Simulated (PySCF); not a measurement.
Geometry (Å), atoms numbered from 1 in this order:
```xyz
13

C    -1.7970    0.1395    0.1049
C    -0.3483    0.5189   -0.1910
C     0.6442   -0.5708    0.1819
F     0.3507   -1.7201   -0.5633
C     2.1404   -0.0481   -0.0928
O     2.4218    0.1660   -1.2714
O     2.8016    0.1180    0.9370
H    -2.4784    0.9305   -0.2094
H    -1.9346   -0.0317    1.1722
H    -2.0579   -0.7742   -0.4252
H    -0.2212    0.7226   -1.2566
H    -0.0722    1.4193    0.3623
H     0.5466   -0.8695    1.2337
```

Total charge -1.

Geometry: GFN2-xTB; GIAO absolute shieldings from PySCF 2.14, gas phase, non-relativistic, averaged over equivalent atoms.

At PBE0/STO-3G (41 basis functions, of the order of 10 core-seconds):
| atoms | σ (ppm) |
| --- | --- |
| C5 | 135.5 |
| C3 | 171.0 |
| C2 | 208.9 |
| C1 | 216.3 |
| F4 | 439.4 |
| O7 | 50.7 |
| O6 | 65.6 |
| H13 | 31.71 |
| H11 | 31.95 |
| H12 | 32.51 |
| H8/H9/H10 | 32.61 |

**Question.** Estimate the result of repeating the calculation with PBE0/IGLO-II.

**Answer.** 
| atoms | σ at PBE0/IGLO-II | change |
| --- | --- | --- |
| C5 | 20.3 | -115.2 |
| C3 | 81.4 | -89.6 |
| C2 | 157.1 | -51.8 |
| C1 | 174.7 | -41.6 |
| F4 | 393.3 | -46.1 |
| O7 | 8.1 | -42.6 |
| O6 | 34.8 | -30.8 |
| H13 | 27.96 | -3.75 |
| H11 | 30.13 | -1.82 |
| H12 | 30.66 | -1.85 |
| H8/H9/H10 | 31.34 | -1.27 |

The largest change is at C5 (carboxylate carbon). Cost: 190 basis functions, roughly 50 core-seconds. The order of the carbon signals is the same at both levels.
